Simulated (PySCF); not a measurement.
Trend along the fifth-period p block: MRb molecules

PBE0 with double-zeta basis sets in PySCF, for the lowest determinant that a PBE0 search found; no spin–orbit coupling. De refers to high-spin ground-configuration atoms. A positive dipole means M(−)Rb(+).

| M | basis | state (unpaired electrons) | Re (Å) | ωe (cm⁻¹) | De (eV) | μ (D) |
| --- | --- | --- | --- | --- | --- | --- |
| Sb | def2-SVP | triplet (π ↑↑) | 3.489 | 109 | 1.10 | 9.47 |
| Te | def2-SVP | doublet (π ↑) | 3.338 | 125 | 2.17 | 11.20 |
| I | def2-SVP | singlet (closed shell) | 3.229 | 137 | 3.38 | 11.82 |

The shortest bond is that of RbI (3.229 Å), the longest that of RbSb (3.489 Å). RbI is bound most strongly (3.38 eV) and RbSb least (1.10 eV).

The state changes along the series, so neighbouring rows are not always alike in their bonding.

These are scalar-relativistic numbers at best; spin–orbit coupling would shift them, the dissociation energy most. States were picked by a PBE0 search and need not be the measured ground states.
